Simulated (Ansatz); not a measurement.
System: H₃BO, charge 0, singlet. H3BO (borinic acid, SMILES BO).
B3LYP-D3(BJ)/def2-TZVP minimum from Ansatz (a program for electronic structure):
```
B
O 1 1.3512
H 2 0.9632 1 114.11
H 1 1.1918 2 116.77 3 180.00
H 1 1.1973 4 122.56 2 -180.00
```

Total energies in hartree (Ansatz). Radicals and triplets start from unrestricted determinants; spin-orbit coupling is neglected. Correlated methods leave the cores frozen. No relativity. For partners of very few electrons the exact lower level stands in for a higher one.

```tsv
species	HF/cc-pVTZ	CCSD(T)/cc-pVTZ	HF/cc-pVQZ	CCSD(T)/cc-pVQZ	CCSDT(Q)/cc-pVTZ
1: H3BO (borinic acid, SMILES BO)	-101.36850	-101.74905	-101.37655	-101.78090	-101.74991
2: B (doublet)	-24.53207	-24.59810	-24.53297	-24.60084	-24.59852
3: H (doublet)	-0.49981	-0.49981	-0.49995	-0.49995	-0.49981
4: O (triplet)	-74.81176	-74.97396	-74.81729	-74.99357	-74.97430
```

Question: Work out the atomisation energy (electronic, to ground-state atoms) in kcal/mol: take Hartree-Fock from cc-pVQZ, extrapolate the CCSD(T) correlation energy as X^-3 (X = 3, 4), and add CCSDT(Q) - CCSD(T) in cc-pVTZ. 1 hartree = 627.51 kcal/mol.

Answer: 
Species 1: correlation (64·(-0.40435) - 27·(-0.38055))/37 = -0.42172; step -0.00086; E1 = -101.37655 + (-0.42172) + (-0.00086) = -101.79913
Species 2: correlation (64·(-0.06787) - 27·(-0.06603))/37 = -0.06921; step -0.00042; E2 = -24.53297 + (-0.06921) + (-0.00042) = -24.60260
Species 3: correlation (64·(0.00000) - 27·(0.00000))/37 = 0.00000; step +0.00000; E3 = -0.49995 + (0.00000) + (+0.00000) = -0.49995
Species 4: correlation (64·(-0.17628) - 27·(-0.16220))/37 = -0.18655; step -0.00034; E4 = -74.81729 + (-0.18655) + (-0.00034) = -75.00418
-1·E1 +1·E2 +3·E3 +1·E4 = 0.69250 hartree = 434.6 kcal/mol.
